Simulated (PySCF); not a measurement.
PySCF job for Cd(Cl)(OSiH3) (CdClH3OSi), SMILES [SiH3][O][Cd][Cl], TDA-PBE/def2-SVPD. The structure is a stationary point at PBE0-D3(BJ)/def2-SVP. The def2 effective core potentials stand for the cores of Cd; spin–orbit coupling is left out. The values are those of a single conformer.

```python
import numpy as np
from pyscf import gto, scf, dft, tdscf

mol = gto.M(
    atom='''
    Cd    0.12794188   -0.38800279   -0.00000000
    Cl   -0.27800251   -2.62015185    0.00000000
    O     0.56616840    1.51837681    0.00000000
    Si   -0.30048308    2.91981212    0.00000000
    H    -1.18841798    3.03043247   -1.20539517
    H     0.63908411    4.08146611    0.00000000
    H    -1.18841800    3.03043248    1.20539515
    ''',
    basis='def2-SVPD',
    ecp={'Cd': 'def2-svp'},
    charge=0,
    spin=0,
    symmetry=True,
    max_memory=1600,
    verbose=4,
)
mf = dft.RKS(mol, xc='pbe').density_fit(auxbasis='def2-universal-jkfit')
mf.grids.level = 3
mf.conv_tol = 1e-9
mf.max_cycle = 100
mf.kernel()
mf.grids = dft.Grids(mol).set(level=1).build(with_non0tab=True)  # coarser grid for the response kernel
td = tdscf.TDA(mf)
td.singlet = True
td.nstates = 10
td.conv_tol = 1e-4
td.positive_eig_threshold = 1e-6
td.kernel(x0=td.get_init_guess(mf, 15))
td.analyze()
tt = tdscf.TDA(mf)
tt.singlet = False
tt.nstates = 4
tt.conv_tol = 1e-4
tt.positive_eig_threshold = 1e-6
tt.kernel(x0=tt.get_init_guess(mf, 9))
tt.analyze(verbose=3)
```

Log of the run:

```
PySCF version 2.14.0

[INPUT] verbose = 4
[INPUT] num. atoms = 7
[INPUT] num. electrons = 62
[INPUT] charge = 0
[INPUT] spin (= nelec alpha-beta = 2S) = 0
[INPUT] symmetry True subgroup None
[INPUT] Mole.unit = angstrom
[INPUT] Symbol           X                Y                Z      unit          X                Y                Z       unit  Magmom
[INPUT]  1 Cd     0.127941880000  -0.388002790000   0.000000000000 AA    0.241775113062  -0.733219008667   0.000000000000 Bohr   0.0
[INPUT]  2 Cl    -0.278002510000  -2.620151850000   0.000000000000 AA   -0.525348605842  -4.951369401272   0.000000000000 Bohr   0.0
[INPUT]  3 O      0.566168400000   1.518376810000   0.000000000000 AA    1.069903216383   2.869316324791   0.000000000000 Bohr   0.0
[INPUT]  4 Si    -0.300483080000   2.919812120000   0.000000000000 AA   -0.567830726266   5.517645241986   0.000000000000 Bohr   0.0
[INPUT]  5 H     -1.188417980000   3.030432470000  -1.205395170000 AA   -2.245784503709   5.726687407289  -2.277866743174 Bohr   0.0
[INPUT]  6 H      0.639084110000   4.081466110000   0.000000000000 AA    1.207693938461   7.712853134594   0.000000000000 Bohr   0.0
[INPUT]  7 H     -1.188418000000   3.030432480000   1.205395150000 AA   -2.245784541503   5.726687426186   2.277866705379 Bohr   0.0

nuclear repulsion = 275.376705191082
point group symmetry = Cs
symmetry origin: [-4.61933050e-09 -3.14954344e-09 -4.19939140e-10]
symmetry axis x: [ 1.00000000e+00  8.97366141e-10 -5.42821613e-11]
symmetry axis y: [ 8.97366141e-10 -1.00000000e+00  1.65235226e-10]
symmetry axis z: [5.42821611e-11 1.65235226e-10 1.00000000e+00]
num. orbitals of irrep A' = 89
num. orbitals of irrep A" = 43
number of shells = 54
number of NR pGTOs = 210
number of NR cGTOs = 132
basis = def2-SVPD
ecp = {'Cd': 'def2-svp'}


[settings echo left out]
init E= -979.916853328308
HOMO (A") = -0.556325553358859  LUMO (A') = -0.546466379152662  gap/eV = 0.26828
cycle= 1 E= -990.782900210675  delta_E= -10.9  |g|= 2.76  |ddm|=   10
HOMO (A") = -0.0254363868127161  LUMO (A') = 0.00945123688203375  gap/eV = 0.94934
cycle= 2 E= -919.551979230855  delta_E= 71.2  |g|=  9.9  |ddm|= 77.7
HOMO (A") = -0.216826253728263  LUMO (A') = -0.105776926447571  gap/eV = 3.02181
cycle= 3 E= -993.569854741972  delta_E=  -74  |g|= 1.04  |ddm|=   77
HOMO (A") = -0.153263055836188  LUMO (A') = -0.0914733478147403  gap/eV = 1.68138
cycle= 4 E= -993.608356696678  delta_E= -0.0385  |g|= 0.889  |ddm|= 1.73
HOMO (A") = -0.232556270917366  LUMO (A') = -0.0865396402156016  gap/eV = 3.97331
cycle= 5 E= -993.799885685173  delta_E= -0.192  |g|= 0.313  |ddm|= 1.19
HOMO (A") = -0.254431538613245  LUMO (A') = -0.11034246020102  gap/eV = 3.92086
cycle= 6 E= -993.820016241061  delta_E= -0.0201  |g|= 0.143  |ddm|= 0.45
HOMO (A") = -0.252616476259606  LUMO (A') = -0.11658205589678  gap/eV = 3.70169
cycle= 7 E= -993.824085259221  delta_E= -0.00407  |g|= 0.0747  |ddm|= 0.304
HOMO (A") = -0.255675698696231  LUMO (A') = -0.115912691209311  gap/eV = 3.80315
cycle= 8 E= -993.825627962068  delta_E= -0.00154  |g|= 0.0119  |ddm|= 0.126
HOMO (A") = -0.255032594277803  LUMO (A') = -0.114621557161816  gap/eV = 3.82078
cycle= 9 E= -993.825667732332  delta_E= -3.98e-05  |g|= 0.00213  |ddm|= 0.0203
HOMO (A") = -0.255034719788536  LUMO (A') = -0.114604118470025  gap/eV = 3.82131
cycle= 10 E= -993.825668910664  delta_E= -1.18e-06  |g|= 0.000561  |ddm|= 0.00344
HOMO (A") = -0.255026329632555  LUMO (A') = -0.114609794907105  gap/eV = 3.82093
cycle= 11 E= -993.82566898778  delta_E= -7.71e-08  |g|= 0.000109  |ddm|= 0.000906
HOMO (A") = -0.255023557222876  LUMO (A') = -0.114609281571563  gap/eV = 3.82087
cycle= 12 E= -993.825668991185  delta_E= -3.4e-09  |g|= 2.45e-05  |ddm|= 0.000161
HOMO (A") = -0.255024607015218  LUMO (A') = -0.114610804147493  gap/eV = 3.82085
cycle= 13 E= -993.825668991353  delta_E= -1.68e-10  |g|= 5.25e-06  |ddm|= 3.64e-05
HOMO (A") = -0.255025255218945  LUMO (A') = -0.114610594965217  gap/eV = 3.82088
Extra cycle  E= -993.825668991343  delta_E= 9.55e-12  |g|= 8.69e-06  |ddm|= 1.98e-05
converged SCF energy = -993.825668991343
tot grids = 33536
Overwritten attributes  positive_eig_threshold  of <class 'pyscf.tdscf.rks.TDA'>


******** <class 'pyscf.tdscf.rks.TDA'> for <class 'pyscf.df.df_jk.DFSymAdaptedRKS'> ********
nstates = 10 singlet
deg_eia_thresh = 1.000e-03
wfnsym = None
conv_tol = 0.0001
eigh lindep = 1e-12
eigh level_shift = 0
eigh max_cycle = 100


Excitation energies (eV)
[3.94231021 4.33143621 4.84120348 4.84453102 5.64880659 5.82119001
 5.89936969 5.96121064 6.01914763 6.12885165]

** Singlet excitation energies and oscillator strengths **
Excited State   1:   A"      3.94231 eV    314.50 nm  f=0.0020
      31 -> 32       -0.70589
Excited State   2:   A'      4.33144 eV    286.24 nm  f=0.0423
      30 -> 32        0.69478
Excited State   3:   A'      4.84120 eV    256.10 nm  f=0.0136
      29 -> 32        0.70490
Excited State   4:   A"      4.84453 eV    255.93 nm  f=0.0122
      28 -> 32        0.70571
Excited State   5:   A"      5.64881 eV    219.49 nm  f=0.0008
      31 -> 33        0.70661
Excited State   6:   A'      5.82119 eV    212.99 nm  f=0.0178
      30 -> 33       -0.27267
      31 -> 34        0.64128
Excited State   7:   A"      5.89937 eV    210.17 nm  f=0.0089
      27 -> 32       -0.69791
      30 -> 34       -0.10015
Excited State   8:   A'      5.96121 eV    207.98 nm  f=0.0135
      26 -> 32        0.55591
      30 -> 33        0.41558
      31 -> 34        0.11788
Excited State   9:   A"      6.01915 eV    205.98 nm  f=0.0022
      30 -> 34        0.69885
Excited State  10:   A'      6.12885 eV    202.30 nm  f=0.0055
      24 -> 32        0.12131
      25 -> 32        0.14285
      26 -> 32       -0.42066
      30 -> 33        0.47786
      31 -> 34        0.20881

** Transition electric dipole moments (AU) **
state          X           Y           Z        Dip. S.      Osc.
  1         0.0000     -0.0000     -0.1423      0.0202      0.0020
  2         0.1250      0.6189      0.0000      0.3987      0.0423
  3         0.3137      0.1283     -0.0000      0.1149      0.0136
  4        -0.0000      0.0000      0.3209      0.1030      0.0122
  5        -0.0000      0.0000      0.0743      0.0055      0.0008
  6         0.1338     -0.3265     -0.0000      0.1245      0.0178
  7        -0.0000      0.0000     -0.2481      0.0616      0.0089
  8         0.2440     -0.1806     -0.0000      0.0922      0.0135
  9        -0.0000      0.0000     -0.1231      0.0151      0.0022
 10        -0.1747      0.0780     -0.0000      0.0366      0.0055

WARN: ECP detected. Skipping calculation of transition velocity and magnetic dipole moments, which have not yet been implemented.



******** <class 'pyscf.tdscf.rks.TDA'> for <class 'pyscf.df.df_jk.DFSymAdaptedRKS'> ********
nstates = 4 triplet
deg_eia_thresh = 1.000e-03
wfnsym = None
conv_tol = 0.0001
eigh lindep = 1e-12
eigh level_shift = 0
eigh max_cycle = 100


Excitation energies (eV)
[3.68683842 3.91455359 4.5059722  4.51723181]

** Triplet excitation energies and oscillator strengths **
Excited State   1:   A"      3.68684 eV    336.29 nm  f=0.0000
Excited State   2:   A'      3.91455 eV    316.73 nm  f=0.0000
Excited State   3:   A'      4.50597 eV    275.16 nm  f=0.0000
Excited State   4:   A"      4.51723 eV    274.47 nm  f=0.0000
```

Self-consistency was reached.

Cost: about 40 core-seconds (a rough figure).
